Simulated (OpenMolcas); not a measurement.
# Ionisation energies of antimony

| Property | Result |
| --- | --- |
| Program | OpenMolcas |
| Basis | ANO-RCC [10s9p8d5f3g] |
| Scalar Hamiltonian | DKH2, point nucleus |
| Spin-orbit coupling | state interaction with AMFI integrals over the reference wave functions, term energies averaged over their components |

Active shells in each charge state: the valence s, p shells, with orbitals averaged over the low states. Where CASPT2's correlated closed shells are named, they are those of the first ion.

A. CASSCF
B. SS-CASPT2, IPEA 0.25 Eh, imaginary shift 0.1 Eh (closed shells correlated: 4s 4p 4d)

Energies in eV between the lowest computed levels (charge -1 gives the electron affinity), named as in B; reference values from the NIST Atomic Spectra Database with their kind.

```json
{"From": "Sb- 5s² 5p⁴ ³P₂", "To": "Sb 5s² 5p³ ⁴S°_3/2", "A": "-0.081", "B": "0.846", "Spin-orbit share in B": "+0.125", "Reference": ""}
{"From": "Sb 5s² 5p³ ⁴S°_3/2", "To": "Sb+ 5s² 5p² ³P₀", "A": "7.936", "B": "8.680", "Spin-orbit share in B": "-0.475", "Reference": "8.608 (measured)"}
{"From": "Sb+ 5s² 5p² ³P₀", "To": "Sb2+ 5s² 5p ²P°_1/2", "A": "15.778", "B": "16.654", "Spin-orbit share in B": "+0.044", "Reference": "16.626 (measured)"}
{"From": "Sb2+ 5s² 5p ²P°_1/2", "To": "Sb3+ 5s² ¹S₀", "A": "24.159", "B": "25.307", "Spin-orbit share in B": "+0.488", "Reference": "25.323 (measured)"}
{"From": "Sb3+ 5s² ¹S₀", "To": "Sb4+ 5s ²S_1/2", "A": "42.505", "B": "43.637", "Spin-orbit share in B": "+0.000", "Reference": "43.804 (measured)"}
{"From": "Sb4+ 5s ²S_1/2", "To": "Sb5+ 4d¹⁰ ¹S₀", "A": "53.382", "B": "55.061", "Spin-orbit share in B": "+0.000", "Reference": "55.000 (semi-empirical)"}
```

Error against the reference values, in %:

| From | Reference | A | B |
| --- | --- | --- | --- |
| Sb | measured | -7.8 | +0.8 |
| Sb+ | measured | -5.1 | +0.2 |
| Sb2+ | measured | -4.6 | -0.1 |
| Sb3+ | measured | -3.0 | -0.4 |
| Sb4+ | semi-empirical | -2.9 | +0.1 |

Mean absolute error over the 4 measured values: A 1.00 eV, B 0.07 eV. B lies closest.

No diffuse functions were added, so the electron affinity comes out too small, and without dynamic correlation a bound anion can come out unbound.

° marks odd parity.
